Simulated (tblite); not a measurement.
Compound: C5H9ClSi.
SMILES with atom numbers: `[Cl:1][CH2:2][SiH:3]1[CH2:4][CH:5]=[CH:6][CH2:7]1` (hydrogens: H8, H9 on C2; H10 on Si3; H11, H12 on C4; H13 on C5; H14 on C6; H15, H16 on C7)

Computed with GFN2-xTB (tblite), gas phase: nudged elastic band of 9 images (0 to 8), spring 0.2 eV/Å², climbing image at the end, force threshold 0.05 eV/Å. No saddle search or frequency run followed, so the top image need not be a first-order saddle, and its height can exceed the method's true barrier by a kcal/mol or more.

The band describes a rotation about C2–Si3 (sp3 C–Cl carbon, SiH silicon), followed by the dihedral Cl1–C2–Si3–C7, from the optimised start (173°) to a second optimised geometry at -67°.

**Question.** Give the energy profile along the converged band.

**Answer.** 
```json
{"image": "0", "dihedral (°)": "173", "E (eV)": "0.000", "C2–Si3 (Å)": "1.914", "Cl1···C7 (Å)": "4.70", "largest true force (eV/Å)": "0.01"}
{"image": "1", "dihedral (°)": "-172", "E (eV)": "0.008", "C2–Si3 (Å)": "1.917", "Cl1···C7 (Å)": "4.70", "largest true force (eV/Å)": "0.04"}
{"image": "2", "dihedral (°)": "-157", "E (eV)": "0.025", "C2–Si3 (Å)": "1.919", "Cl1···C7 (Å)": "4.66", "largest true force (eV/Å)": "0.04"}
{"image": "3", "dihedral (°)": "-142", "E (eV)": "0.041", "C2–Si3 (Å)": "1.922", "Cl1···C7 (Å)": "4.58", "largest true force (eV/Å)": "0.04"}
{"image": "4", "dihedral (°)": "-127", "E (eV)": "0.048", "C2–Si3 (Å)": "1.923", "Cl1···C7 (Å)": "4.46", "largest true force (eV/Å)": "0.05"}
{"image": "5", "dihedral (°)": "-112", "E (eV)": "0.040", "C2–Si3 (Å)": "1.922", "Cl1···C7 (Å)": "4.30", "largest true force (eV/Å)": "0.05"}
{"image": "6", "dihedral (°)": "-97", "E (eV)": "0.023", "C2–Si3 (Å)": "1.920", "Cl1···C7 (Å)": "4.11", "largest true force (eV/Å)": "0.05"}
{"image": "7", "dihedral (°)": "-82", "E (eV)": "0.007", "C2–Si3 (Å)": "1.917", "Cl1···C7 (Å)": "3.91", "largest true force (eV/Å)": "0.04"}
{"image": "8", "dihedral (°)": "-67", "E (eV)": "0.000", "C2–Si3 (Å)": "1.914", "Cl1···C7 (Å)": "3.71", "largest true force (eV/Å)": "0.01"}
```

Barriers of this band. The top is image 4 at -127°: 0.05 eV in either direction, as the ends lie within 0.002 eV of each other. The central bond is 0.009 Å longer at the top than at the start.

**Question.** What rate follows at 200 K for crossing this barrier forward?

**Answer.** Taking the electronic barrier for the free energy of activation (no zero-point or entropy terms, transmission 1), rate = (kT/h)·exp(−ΔE/kT) ≈ 3 × 10^11 s⁻¹, whose inverse is 4 × 10^-12 s. An error of 1 kcal/mol in the barrier changes this by a factor of 12, and the method and the loose band can each miss by that much or more. The barrier is only 2.8 kT, where transition-state theory is rough.

What follows is the cost of the whole band run. Time: 2.2 s wall; peak memory 0.18 GiB. Hardware: Arm Neoverse V2, one thread, no GPU, shared host with 32 logical CPUs at a one-minute load of 18.
